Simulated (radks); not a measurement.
The numbers below are computed, except where a source is named.
Ionisation of the mercury ion Hg+, [Xe] 4f14 5d10 6s1, to [Xe] 4f14 5d10 as the strength of local exchange is varied. Code: a radial shooting solver on a logarithmic mesh with Libxc functionals. Model: Dirac Kohn-Sham, Slater X-alpha exchange (alpha = 2/3 is LDA exchange), no correlation, spin-unpolarised, spherical densities, finite nucleus; Fermi nuclear charge, rms radius 5.4648 fm.

alpha  E(Hg+) (hartree)  exchange (hartree)  IE (eV)  -e of the level emptied (eV)  <r> of it (bohr)
0.575       -19589.2150           -304.6053   17.324                13.099 (6s1/2)             2.575
0.667       -19638.0161           -354.2736   18.188                13.921 (6s1/2)             2.527
0.673       -19641.2033           -357.5218   18.245                13.975 (6s1/2)             2.524
0.693       -19651.8310           -368.3568   18.435                14.157 (6s1/2)             2.514
0.805       -19711.4586           -429.2565   19.517                15.196 (6s1/2)             2.458
0.818       -19718.3919           -436.3497   19.645                15.319 (6s1/2)             2.452

NIST Atomic Spectra Database: 18.757 eV (measured). The Delta-SCF value meets it near alpha = 0.73. Spin polarisation and multiplet splitting are left out, so open shells lie too high by an amount that depends on their filling.

Beside tabulated values, note that spin-unpolarised runs miss the spin-polarisation part of the exchange energy of open shells.
